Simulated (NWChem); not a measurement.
System: CH₄F₂OSi; SMILES F[Si@H](O)CF

NWChem input:

```
start job
memory heap 200 mb stack 900 mb global 1100 mb
geometry units angstroms noautosym nocenter noautoz
  O      1.632544     0.581741     0.001871
  Si     0.049633     0.443996     0.428248
  F     -0.838233     1.615675    -0.267752
  C     -0.742033    -1.153618    -0.187677
  F     -0.058318    -2.244862     0.308619
  H      1.890347     0.380687    -0.902194
  H     -0.003355     0.606049     1.896499
  H     -1.800020    -1.209763     0.127897
  H     -0.742929    -1.193129    -1.293305
end
basis spherical
  * library 6-31g*
end
dft
  xc pbe0
  iterations 150
end
cosmo
  do_cosmo_smd true
  solvent water
end
task dft energy
```

The geometry was optimised at PBE0/def2-SVP. Solvent: water.

Level: PBE0/6-31G* with SMD (1 M gas to 1 M solution), gas-phase geometry. Reactions with the solvent are ignored.

**Question.** Give the results of this calculation. (PBE0/6-31G* (spherical d), SMD on the gas-phase geometry.) Quantities: solvation free energy (kcal/mol); cavity-dispersion-structure term (kcal/mol); dipole in solution (D).

**Answer.** solvation free energy (kcal/mol): -5.3
cavity-dispersion-structure term (kcal/mol): 3.8
dipole in solution (D): 2.18
